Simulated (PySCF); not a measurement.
## MNH across group 4

Level: PBE0, basis family def2-TZVP, scalar-relativistic core potentials from Rb on and no relativity for lighter atoms.

Each entry is the lowest minimum that a search over a few typed start shapes (and spin states, where more than one is plausible) found, or that minimum re-optimised at the stated level; isomers with ligand–ligand bonds, or fragments after loss of a ligand pair, can lie lower. Open shells are unrestricted; no spin–orbit coupling; PySCF with density fitting.

| molecule | 2S+1 | point group | mean bond to the central atom (Å) | lowest ω (cm⁻¹) | polar-tensor charge of the central atom | atomisation (kJ/mol) | dipole (D) |
| --- | --- | --- | --- | --- | --- | --- | --- |
| HTiN | 1 | Cs | 1.659 | 488 | 1.33 | 731 | 5.97 |
| HZrN | ? | ? | ? | ? | ? | ? | ? |
| HHfN | 1 | Cs | 1.796 | 490 | 1.07 | 757 | 6.94 |

Question: Fill in the row of HZrN.

Answer: 2S+1: 1; point group: Cs; mean bond to the central atom (Å): 1.794; lowest ω (cm⁻¹): 481; polar-tensor charge of the central atom: 1.30; atomisation (kJ/mol): 831; dipole (D): 6.83.

Spin–orbit coupling can matter for HHfN.

Left out of the table are members whose search was unfinished or whose lowest solution was spin-contaminated, unstable, very soft or bonded differently.
